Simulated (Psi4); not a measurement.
C₄H₇, charge -1, singlet, geometry from GFN2-xTB (a gas-phase anion, which may not be bound at this level); MP2/def2-SVP (Psi4).

Here is a job for Psi4.
```
memory 2 GB

molecule mol {
-1 1
C    -0.190241    0.130603    1.423309
C    -0.004990    0.116648    0.059086
H    -0.287449    1.056326    1.975773
H    -0.207554   -0.779681    2.011697
C     0.086767    1.204930   -0.780612
H     0.177322    1.091179   -1.855013
H    -0.032235    2.217556   -0.417331
C     0.103564   -1.248710   -0.600348
H     0.366004   -2.021010    0.126191
H    -0.848143   -1.536620   -1.061734
H     0.861453   -1.248571   -1.388200
}

set {
  basis def2-svp
  reference rhf
  freeze_core true
}

energy('mp2')
print_variables()
```

What the program printed (banner, timings and long lists left out):

```
    SCF Algorithm Type (re)set to DF.

   => Loading Basis Set <=

    Name: DEF2-SVP
    Role: ORBITAL
    Keyword: BASIS

         ---------------------------------------------------------
                                   SCF
               by Justin Turney, Rob Parrish, Andy Simmonett
                          and Daniel G. A. Smith
                              RHF Reference
         ---------------------------------------------------------

  ==> Geometry <==

    Molecular point group: c1
    Full point group: C1

    Geometry (in Angstrom), charge = -1, multiplicity = 1:

       Center              X                  Y                   Z               Mass
    ------------   -----------------  -----------------  -----------------  -----------------
         C           -0.189711128439     0.108601674386     1.412341004038    12.000000000000
         C           -0.004460128439     0.094646674386     0.048118004038    12.000000000000
         H           -0.286919128439     1.034324674386     1.964805004038     1.007825032230
         H           -0.207024128439    -0.801682325614     2.000729004038     1.007825032230
         C            0.087296871561     1.182928674386    -0.791579995962    12.000000000000
         H            0.177851871561     1.069177674386    -1.865980995962     1.007825032230
         H           -0.031705128439     2.195554674386    -0.428298995962     1.007825032230
         C            0.104093871561    -1.270711325614    -0.611315995962    12.000000000000
         H            0.366533871561    -2.043011325614     0.115223004038     1.007825032230
         H           -0.847613128439    -1.558621325614    -1.072701995962     1.007825032230
         H            0.861982871561    -1.270572325614    -1.399167995962     1.007825032230

  Running in c1 symmetry.

  Rotational constants: A =      0.32028  B =      0.30916  C =      0.16207 [cm^-1]
  Rotational constants: A =   9601.63313  B =   9268.31803  C =   4858.65413 [MHz]
  Nuclear repulsion =  112.850408934549478

  Charge       = -1
  Multiplicity = 1
  Electrons    = 32
  Nalpha       = 16
  Nbeta        = 16

  ==> Algorithm <==

  SCF Algorithm Type is DF.
  DIIS enabled.
  MOM disabled.
  Fractional occupation disabled.
  Guess Type is SAD.
  Energy threshold   = 1.00e-08
  Density threshold  = 1.00e-08
  Integral threshold = 1.00e-12

  ==> Primary Basis <==

  Basis Set: DEF2-SVP
    Blend: DEF2-SVP
    Number of shells: 45
[...]
  @DF-RHF Final Energy:  -155.33285112882160
    Total Energy =                       -155.3328511288216021
[...]

  //>>>>>>>>>>>>>>>>>>>>>>>>>>>>>>>>>>>//
  //               DFMP2               //
  //<<<<<<<<<<<<<<<<<<<<<<<<<<<<<<<<<<<//

   => Loading Basis Set <=

    Name: (DEF2-SVP AUX)
    Role: RIFIT
    Keyword: DF_BASIS_MP2

	 --------------------------------------------------------
	                          DF-MP2
	      2nd-Order Density-Fitted Moller-Plesset Theory

	        Rob Parrish, Justin Turney, Andy Simmonett,
	           Ed Hohenstein, and C. David Sherrill
	 --------------------------------------------------------

   => Auxiliary Basis Set <=

  Basis Set: (DEF2-SVP AUX)
    Blend: DEF2-SVP-RI
    Number of shells: 106
    Number of basis functions: 290
    Number of Cartesian functions: 325
    Spherical Harmonics?: true
    Max angular momentum: 3

	 --------------------------------------------------------
	                 NBF =    91, NAUX =   290
	 --------------------------------------------------------
	   CLASS    FOCC     OCC    AOCC    AVIR     VIR    FVIR
	   PAIRS       4      16      12      75      75       0
	 --------------------------------------------------------

	-----------------------------------------------------------
	 ==================> DF-MP2 Energies <====================
	-----------------------------------------------------------
	 Reference Energy          =    -155.3328511288216021 [Eh]
	 Singles Energy            =      -0.0000000000000000 [Eh]
	 Same-Spin Energy          =      -0.1333123156730790 [Eh]
	 Opposite-Spin Energy      =      -0.4329466318542911 [Eh]
	 Correlation Energy        =      -0.5662589475273700 [Eh]
	 Total Energy              =    -155.8991100763489612 [Eh]
	-----------------------------------------------------------
	 ================> DF-SCS-MP2 Energies <==================
	-----------------------------------------------------------
	 SCS Same-Spin Scale       =       0.3333333333333333 [-]
	 SCS Opposite-Spin Scale   =       1.2000000000000000 [-]
	 SCS Same-Spin Energy      =      -0.0444374385576930 [Eh]
	 SCS Opposite-Spin Energy  =      -0.5195359582251492 [Eh]
	 SCS Correlation Energy    =      -0.5639733967828422 [Eh]
	 SCS Total Energy          =    -155.8968245256044440 [Eh]
	-----------------------------------------------------------

  Variable Map:
  ----------------------------------------------------------------------------
[...]
  Array Variable Map:
  ----------------------------------------------------------------------------
[...]
[...]
```
